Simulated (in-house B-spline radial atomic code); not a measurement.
CAM-B3LYP excitations of S4+

Method: CAM-B3LYP. Computed with an all-electron radial atomic-structure program (B-spline basis): linear response of the closed shell [Ne] 3s2 with the functional's adiabatic kernel; scalar-relativistic (spin-free one-electron X2C), finite nucleus, no spin-orbit coupling, no double excitations, S, P, D and F terms only.

Command:
```bash
python run_td.py task.json out
```
Settings (radii: box in bohr, nucleus in fm):
```
Z                        16
electrons                12
configuration            [Ne] 3s2
hamiltonian              x2c
method                   camb3lyp
box_radius               19.1
rms_radius               3.2611
intervals                72
```

Cost of the run: 0.6 s on 1 thread of Intel(R) Xeon(R) Platinum 8488C (Sapphire Rapids) (shared host).

The lowest states, in the order of their Tamm-Dancoff energies; the method's threshold (minus the highest occupied level) is 69.12 eV. Labels give the largest channel, * marks a mixed state, and oscillator strengths are full-response dipole values. Semilocal kernels can invert the small singlet-triplet splittings of Rydberg terms. Energies in eV:

```
     state  full response  Tamm-Dancoff  oscillator strength
3s → 3p 3P          9.711        10.031                    -
3s → 3p 1P         15.898        16.517                 1.36
3s → 3d 3D         27.552        27.629                    -
3s → 3d 1D              ?             ?                    -
3s → 4s 3S          37.71         37.72                    -
3s → 4s 1S          38.94         38.98                    -
3s → 4p 3P          41.95         41.96                    -
3s → 4p 1P          42.45         42.49               0.0998
3s → 4d 3D              ?             ?                    -
3s → 4d 1D          47.94         47.94                    -
```

(1) Where does 3s → 4d 3D lie?

(2) Where does 3s → 3d 1D lie?

(3) How large is the singlet-triplet splitting of 3s → 3p (P terms) in Tamm-Dancoff?

(4) What polarisabilities and dispersion coefficient does the method give?

## Answers

(1) At 47.66 eV in full response, 47.67 eV in Tamm-Dancoff.

(2) At 30.12 eV in full response, 30.13 eV in Tamm-Dancoff.

(3) 6.49 eV, from the unrounded values.

(4) Dipole 4.146 bohr³, quadrupole 6.078 bohr⁵, C6 8.001 hartree·bohr⁶ for two such species.
